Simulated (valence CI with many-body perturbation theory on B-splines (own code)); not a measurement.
## Ce⁵²⁺: E2, E3, M1, M2 decay

Level of theory: relativistic CI+MBPT: four valence electrons over a frozen Dirac-Fock core [He], a basis of 11 s, 11 p, 10 d, 8 f, 5 g, 2 h functions for each j, with the one-electron correlation potential Σ1, the two-electron term Σ2, the three-electron term Σ3, Breit, model QED; selected CI, second order for the rest, scaled by the run's own slope (own B-spline code, finite nucleus).

The last digits are not significant, and no measured levels were compared; by estimate large intervals hold to a few tenths of a per cent, small ones and those within an open d or f shell to about a per cent. Among the levels kept, up to 880 cm⁻¹ of a level comes from second order outside the variational space, and about a tenth of that is noise between levels of different J, which matters for small intervals.

Lines 1 to 50 of 81 in falling wavelength, among levels below 61342 × 10³ cm⁻¹, chosen from the decays that carry over 1 % of a level's rate. Wavelengths and rates use the calculated energies. Electric multipoles are in the length gauge with retardation, E1 and E2 with the static RPA response of the core. M1 uses the relativistic operator with retardation. S is in atomic units (e²a₀⁴ for E2 and M2, e²a₀⁶ for E3), for M1 in squared Bohr magnetons. Weak lines are less certain than strong ones. Lines between different terms over intervals too small for the method are left out, as are lines whose strength nearly cancels.

Levels are named by their leading jj configuration (3d3/2^4 stands for four electrons in 3d with j = 3/2), which in mixed levels can hold well under half, so a name can repeat and another be missing. Letters in brackets count levels of one name in rising energy.

| λ vac (nm) | Upper | Lower | Type | A (s⁻¹) | S (a.u.) |
| --- | --- | --- | --- | --- | --- |
| 75.18 | (2s^2 2p1/2 2p3/2) J=2 | (2s^2 2p1/2 2p3/2) J=1 | M1 | 1.18e+04 | 9.33e-01 |
| 2.689 | (2s^2 2p1/2 2p3/2) J=1 | (2s^2 2p1/2^2) J=0 | M1 | 6.34e+08 | 1.37e+00 |
| 2.622 | (2s^2 2p3/2 3d5/2) J=4 | (2s^2 2p1/2 3d5/2) J=3 | M1 | 5.14e+08 | 3.09e+00 |
| 2.608 | (2s^2 2p3/2^2) J=2 | (2s^2 2p1/2 2p3/2) J=2 | M1 | 5.15e+08 | 1.69e+00 |
| 2.596 | (2s^2 2p1/2 2p3/2) J=2 | (2s^2 2p1/2^2) J=0 | E2 | 1.17e+06 | 6.14e-05 |
| 2.521 | (2s^2 2p3/2^2) J=2 | (2s^2 2p1/2 2p3/2) J=1 | M1 | 5.21e+08 | 1.55e+00 |
| 2.311 | (2s^2 2p3/2^2) J=0 | (2s^2 2p1/2 2p3/2) J=1 | M1 | 1.28e+09 | 5.85e-01 |
| 0.2446 | (2s^2 2p3/2 3d5/2) J=4 | (2s 2p3/2^3) J=2 | E2 | 7.39e+08 | 5.20e-07 |
| 0.2259 | (2s 2p1/2 2p3/2 3p1/2) J=2 [c] | (2s 2p1/2 2p3/2^2) J=2 [b] | E2 | 2.00e+11 | 5.25e-05 |
| 0.2256 | (2s^2 2p3/2 3p1/2) J=2 | (2s^2 2p3/2^2) J=0 | E2 | 1.17e+11 | 3.05e-05 |
| 0.2255 | (2s 2p1/2 2p3/2 3p1/2) J=2 [c] | (2s 2p1/2 2p3/2^2) J=1 [a] | E2 | 1.65e+11 | 4.30e-05 |
| 0.2253 | (2s^2 2p3/2 3d5/2) J=4 | (2s 2p1/2 2p3/2^2) J=2 [b] | E2 | 7.00e+08 | 3.27e-07 |
| 0.2250 | (2s^2 2p1/2 3p1/2) J=1 | (2s^2 2p1/2 2p3/2) J=2 | E2 | 3.27e+11 | 5.05e-05 |
| 0.2249 | (2s 2p1/2^2 3p1/2) J=0 | (2s 2p1/2^2 2p3/2) J=2 | E2 | 6.34e+11 | 3.26e-05 |
| 0.2243 | (2s^2 2p1/2 3p1/2) J=1 | (2s^2 2p1/2 2p3/2) J=1 | E2 | 3.23e+11 | 4.90e-05 |
| 0.2239 | (2s^2 2p3/2 3p1/2) J=1 | (2s^2 2p3/2^2) J=2 | E2 | 3.37e+11 | 5.08e-05 |
| 0.2238 | (2s^2 2p3/2 3p1/2) J=2 | (2s^2 2p3/2^2) J=2 | E2 | 4.48e+11 | 1.12e-04 |
| 0.2236 | (2s^2 2p1/2 3p1/2) J=0 | (2s^2 2p1/2 2p3/2) J=2 | E2 | 6.24e+11 | 3.12e-05 |
| 0.2228 | (2s 2p3/2^2 3p1/2) J=0 | (2s 2p3/2^3) J=2 | E2 | 3.60e+11 | 1.76e-05 |
| 0.2226 | (2s 2p1/2 2p3/2 3p3/2) J=4 | (2s 2p1/2 2p3/2^2) J=2 [b] | E2 | 1.85e+10 | 8.12e-06 |
| 0.2226 | (2s^2 2p3/2 3d5/2) J=4 | (2s 2p1/2 2p3/2^2) J=3 | E2 | 3.33e+09 | 1.46e-06 |
| 0.2211 | (2s 2p3/2^2 3p3/2) J=4 | (2s 2p3/2^3) J=2 | E2 | 1.04e+11 | 4.40e-05 |
| 0.2199 | (2s 2p1/2 2p3/2 3p3/2) J=4 | (2s 2p1/2 2p3/2^2) J=3 | E2 | 1.85e+11 | 7.62e-05 |
| 0.2198 | (2s 2p1/2 2p3/2 3p3/2) J=0 [b] | (2s 2p1/2 2p3/2^2) J=2 [b] | E2 | 3.27e+11 | 1.50e-05 |
| 0.2195 | (2s 2p1/2 2p3/2 3p3/2) J=1 [d] | (2s 2p1/2 2p3/2^2) J=2 [b] | E2 | 1.85e+11 | 2.52e-05 |
| 0.2191 | (2s 2p1/2 2p3/2 3p3/2) J=1 [d] | (2s 2p1/2 2p3/2^2) J=1 [a] | E2 | 1.61e+11 | 2.18e-05 |
| 0.2190 | (2s 2p1/2^2 3p3/2) J=2 | (2s 2p1/2^2 2p3/2) J=2 | E2 | 2.21e+11 | 4.96e-05 |
| 0.2189 | (2s^2 2p3/2 3p3/2) J=1 | (2s^2 2p3/2^2) J=2 | E2 | 2.05e+11 | 2.77e-05 |
| 0.2189 | (2s^2 2p1/2 3p3/2) J=2 | (2s^2 2p1/2 2p3/2) J=2 | E2 | 2.20e+11 | 4.93e-05 |
| 0.2187 | (2s^2 2p3/2 3p3/2) J=3 | (2s^2 2p3/2^2) J=2 | E2 | 2.27e+11 | 7.10e-05 |
| 0.2186 | (2s^2 2p1/2 3p3/2) J=1 | (2s^2 2p1/2 2p3/2) J=2 | E2 | 1.42e+11 | 1.90e-05 |
| 0.2184 | (2s 2p1/2 2p3/2 3p3/2) J=4 | (2s 2p1/2 2p3/2^2) J=2 [a] | E2 | 1.19e+10 | 4.74e-06 |
| 0.2182 | (2s^2 2p1/2 3p3/2) J=2 | (2s^2 2p1/2 2p3/2) J=1 | E2 | 9.78e+10 | 2.16e-05 |
| 0.2180 | (2s^2 2p1/2 3p3/2) J=1 | (2s^2 2p1/2 2p3/2) J=1 | E2 | 1.30e+11 | 1.71e-05 |
| 0.2179 | (2s 2p3/2^2 3p3/2) J=0 | (2s 2p3/2^3) J=2 | E2 | 1.38e+11 | 6.04e-06 |
| 0.2169 | (2s^2 2p3/2 3p3/2) J=0 | (2s^2 2p3/2^2) J=2 | E2 | 5.56e+11 | 2.38e-05 |
| 0.2162 | (2s 2p1/2 2p3/2 3d5/2) J=5 | (2s 2p1/2 2p3/2^2) J=3 | M2 | 1.06e+10 | 4.92e-06 |
| 0.2162 | (2s 2p1/2 2p3/2 3d5/2) J=5 | (2s 2p1/2 2p3/2^2) J=3 | E3 | 5.20e+08 | 4.02e-06 |
| 0.2157 | (2s 2p1/2 2p3/2 3p3/2) J=0 [b] | (2s 2p1/2 2p3/2^2) J=2 [a] | E2 | 9.35e+10 | 3.90e-06 |
| 0.2151 | (2s^2 2p3/2 3d5/2) J=4 | (2s^2 2p3/2^2) J=2 | M2 | 1.01e+10 | 3.74e-06 |
| 0.2151 | (2s^2 2p3/2 3d5/2) J=4 | (2s^2 2p3/2^2) J=2 | E3 | 7.13e+08 | 4.34e-06 |
| 0.2049 | (2s^2 2p3/2 3d5/2) J=4 | (2s 2p1/2^2 2p3/2) J=2 | E2 | 4.30e+09 | 1.25e-06 |
| 0.2029 | (2s 2p3/2^2 3p3/2) J=4 | (2s 2p1/2 2p3/2^2) J=3 | E2 | 1.58e+11 | 4.36e-05 |
| 0.2026 | (2s 2p1/2 2p3/2 3p3/2) J=4 | (2s 2p1/2^2 2p3/2) J=2 | E2 | 3.44e+11 | 9.44e-05 |
| 0.2025 | (2s 2p3/2^2 3p3/2) J=0 | (2s 2p1/2 2p3/2^2) J=2 [b] | E2 | 3.68e+11 | 1.12e-05 |
| 0.2022 | (2s 2p1/2 2p3/2 3p3/2) J=1 [d] | (2s 2p1/2^2 2p3/2) J=1 | E2 | 1.73e+11 | 1.57e-05 |
| 0.2020 | (2s^2 2p3/2 3p3/2) J=1 | (2s^2 2p1/2 2p3/2) J=2 | E2 | 2.44e+11 | 2.20e-05 |
| 0.2020 | (2s 2p3/2^2 3p3/2) J=2 [c] | (2s 2p1/2 2p3/2^2) J=2 [b] | E2 | 1.69e+11 | 2.53e-05 |
| 0.2018 | (2s^2 2p1/2 3p3/2) J=2 | (2s^2 2p1/2^2) J=0 | E2 | 3.01e+11 | 4.50e-05 |
| 0.2017 | (2s^2 2p3/2 3p3/2) J=3 | (2s^2 2p1/2 2p3/2) J=2 | E2 | 1.51e+11 | 3.16e-05 |
